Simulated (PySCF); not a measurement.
C2H7NSi2, SMILES N#CC[SiH2][SiH3]. Geometry optimised at PBE-D3(BJ)/def2-SVP. This is a generated structure with no PubChem entry under its InChIKey; it may be hypothetical. The values are those of a single conformer.

Question: Give the equilibrium geometry at PBE-D3(BJ)/def2-SVP (PySCF confirms it by a frequency run) as Cartesian coordinates in Å. (Estimate from the structure and the level; the computed values follow.)

Answer: Several could match; the one computed here: 
```xyz
12

N      2.2992    -1.3202     0.7976
C      1.7269    -0.2991     0.8695
C      0.9715     0.9411     0.9075
Si    -0.2998     1.0521    -0.5424
Si    -1.6842    -0.8493    -0.5427
H      1.6597     1.8111     0.8522
H      0.4203     1.0170     1.8689
H     -1.0939     2.3143    -0.3319
H      0.4649     1.1683    -1.8322
H     -2.3335    -0.9884     0.8088
H     -2.7568    -0.6951    -1.5867
H     -0.8698    -2.0778    -0.8338
```
Charge 0, spin multiplicity 1.
